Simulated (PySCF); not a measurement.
## Electric field gradients and quadrupole coupling constants

C5H11FOS.
Z-matrix (Å and degrees, GFN2-xTB geometry), rows numbered from 1:
```
C 
C   1  1.5277
O   2  1.4159  1  111.41
C   2  1.5309  1  110.84  3  -119.23
C   4  1.5192  2  110.90  1  -177.66
S   5  1.8221  4  112.70  2  -179.95
C   6  1.8096  5  100.30  4    69.63
F   7  1.3656  6  112.73  5   -81.87
H   1  1.0862  2  110.27  3   178.72
H   1  1.0891  2  110.57  3   -61.30
H   1  1.0877  2  109.88  3    58.68
H   2  1.1043  1  109.15  3   120.67
H   3  0.9629  2  108.77  1    50.25
H   4  1.0907  2  108.02  1    61.68
H   4  1.0906  2  109.53  1   -56.38
H   5  1.0895  4  110.96  2   -58.63
H   5  1.0899  4  110.94  2    62.98
H   7  1.0918  6  107.57  5   159.70
H   7  1.0929  6  109.71  5    37.95
```

Field gradients from the PBE0/pcSseg-1 density (PySCF, non-relativistic), principal values in atomic units, ordered |Vxx| ≤ |Vyy| ≤ |Vzz|:

```csv
atom,Vxx,Vyy,Vzz
O3,0.1004,1.8682,-1.9686
S6,0.4823,2.3571,-2.8394
```

Find the asymmetry η = (Vxx − Vyy)/Vzz and the couplings χ = eQV/h (234.96 MHz × Q in barn × V in au), with Q(17O) = −0.0256 b, Q(33S) = −0.0678 b.

```tsv
atom	environment	nucleus	η	χzz (MHz)	χxx (MHz)	χyy (MHz)
O3	alcohol oxygen	17O	0.90	11.84	-0.60	-11.24
S6	sulfide sulfur	33S	0.66	45.23	-7.68	-37.55
```

The tensor is traceless: Vxx + Vyy + Vzz = 0.

What is Vzz at S6 in SI units (1 au = 9.71736 × 10²¹ V/m²)?

-2.8394 au = -27.592 × 10²¹ V/m².

And the gradient at the other heavy atoms, for which no coupling is worked out here?

```json
{"atom": "C1", "environment": "methyl carbon", "Vzz (au)": "0.041", "η": "0.78"}
{"atom": "C2", "environment": "carbinol carbon (C–OH)", "Vzz (au)": "0.347", "η": "0.08"}
{"atom": "C4", "environment": "chain CH2 carbon", "Vzz (au)": "-0.078", "η": "0.76"}
{"atom": "C5", "environment": "sp3 carbon bound to sulfur", "Vzz (au)": "0.277", "η": "0.24"}
{"atom": "C7", "environment": "sp3 C–F carbon", "Vzz (au)": "0.455", "η": "0.72"}
{"atom": "F8", "environment": "alkyl fluorine", "Vzz (au)": "3.069", "η": "0.06"}
```

What couplings would deuterons (Q(2H) = 0.00286 b) have in place of the hydrogens, at this geometry?

```csv
atom,bonded to,bond length (Å),Vzz (au),η,χzz (kHz)
H9,C1,1.086,0.3168,0.02,213
H10,C1,1.089,0.3133,0.03,211
H11,C1,1.088,0.3130,0.01,210
H12,C2,1.104,0.2750,0.04,185
H13,O3,0.963,0.4707,0.14,316
H14,C4,1.091,0.2990,0.05,201
H15,C4,1.091,0.3044,0.03,205
H16,C5,1.090,0.3031,0.02,204
H17,C5,1.090,0.3060,0.05,206
H18,C7,1.092,0.2936,0.05,197
H19,C7,1.093,0.2899,0.05,195
```

Geometry: GFN2-xTB, one conformer, isolated molecule. GFN2-xTB bond lengths can be off by several hundredths of an ångström, more for odd bonds, and the gradients follow them. With so small a basis the couplings can be 20 % off.
